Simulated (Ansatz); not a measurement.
Reactions of CH$_{5}$FSi (`C[SiH2]F`).

Program: Ansatz. Geometries: PBE0-D4/def2-TZVP. ΔE: electronic, gas phase. CCSD(T)/CBS is the MP2 limit (def2-TZVPP, def2-QZVPP) plus CCSD(T) − MP2 in def2-TZVPP, frozen cores. This one scheme is used for every species, atoms too. Open shells (•) are unrestricted, without spin–orbit coupling. Spin–orbit coupling would lower the free atoms: a little for F. Bonds to As are less sure, by a few kJ/mol each and by 10 to 20 or more in all where they break to atoms, as the def2 sets lack core-valence functions. Scalar relativity is left out up to krypton. One conformer a species, not always the lowest.

Order these by ΔE at CCSD(T)/CBS, lowest first. (Best estimate.)
A. `C[SiH2]F` + `N[SiH](N)F` → `CN[SiH](N)F` + `F[SiH3]`
B. `C[SiH2]F` + `CO[SiH](O)F` → `CO[SiH](F)O[SiH2]F` + CH₄
C. `C[SiH2]F` + `BCCBO` → `C[SiH](O)F` + `BCCB`
D. `C[SiH2]F` + F• → `C[SiH]F`• + H–F
E. `C[SiH2]F` + `[SiH3]S` → `F[SiH2]S[SiH3]` + CH₄
F. `C[SiH2]F` + `O[AsH2]` → `C[SiH2][AsH]O` + H–F
G. `C[SiH2]F` + `[CH3][AlH][OH]` → `[CH3][AlH][O][SiH2]C` + H–F
H. `C[SiH2]F` + `S[SiH](Cl)Cl` → `C[SiH2]S[SiH](Cl)Cl` + H–F

D (-175.1 kJ/mol), B (-127.9 kJ/mol), E (-70.5 kJ/mol), C (+11.2 kJ/mol), G (+21.1 kJ/mol), H (+61.6 kJ/mol), A (+92.2 kJ/mol), F (+107.9 kJ/mol).

Largest T1 diagnostic: 0.013, for `C[SiH]F`•.
